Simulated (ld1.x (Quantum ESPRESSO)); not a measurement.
**An all-electron radial function and its pseudo partner (indium)**

Columns: radius, all-electron u(r) and pseudo u(r) of the 5s shell (level -23.67 eV) of indium in the configuration [Kr] 4d10 5s1 5p0; PBE, scalar-relativistic, PAW scheme, ld1.x (Quantum ESPRESSO) 7.5.

| r (bohr) | all-electron | pseudo |
| --- | --- | --- |
| 0.118 | -0.1035 | 0.0316 |
| 0.235 | 0.2269 | 0.0645 |
| 0.353 | 0.1132 | 0.1006 |
| 0.470 | -0.1621 | 0.1404 |
| 0.588 | -0.3385 | 0.1853 |
| 0.705 | -0.3616 | 0.2347 |
| 0.822 | -0.2706 | 0.2889 |
| 0.940 | -0.1165 | 0.3474 |
| 1.058 | 0.0580 | 0.4085 |
| 1.175 | 0.2252 | 0.4701 |
| 1.292 | 0.3730 | 0.5306 |
| 1.410 | 0.4965 | 0.5883 |
| 1.528 | 0.5932 | 0.6403 |
| 1.645 | 0.6639 | 0.6843 |
| 1.763 | 0.7124 | 0.7189 |
| 1.880 | 0.7411 | 0.7422 |
| 1.998 | 0.7534 | 0.7534 |
| 2.115 | 0.7521 | 0.7521 |
| 2.232 | 0.7401 | 0.7401 |
| 2.350 | 0.7195 | 0.7195 |
| 2.468 | 0.6924 | 0.6924 |
| 2.585 | 0.6610 | 0.6610 |
| 2.702 | 0.6264 | 0.6264 |
| 2.820 | 0.5897 | 0.5897 |
| 2.938 | 0.5520 | 0.5520 |
| 3.055 | 0.5144 | 0.5144 |

Task: How many radial nodes do the two functions have?

Result: The all-electron 5s function has n − l − 1 = 4 (the table is too coarse to show those close to the nucleus); the pseudo-wave has 0, since the states of the same l below it are removed with the core.

Task: At about which radius was the pseudo-wave matched?

Result: 2.05 bohr, where the columns begin to agree (steps of 0.12 bohr).

Task: Where does each function peak?

Result: Outermost all-electron maximum near 2.00 bohr, pseudo maximum near 2.00 bohr (to the table’s step).

Task: Is the pseudo-wave norm-conserving?

Result: No, it belongs to a PAW set: the norm inside the radius is not constrained, and the difference is carried by the augmentation charge.
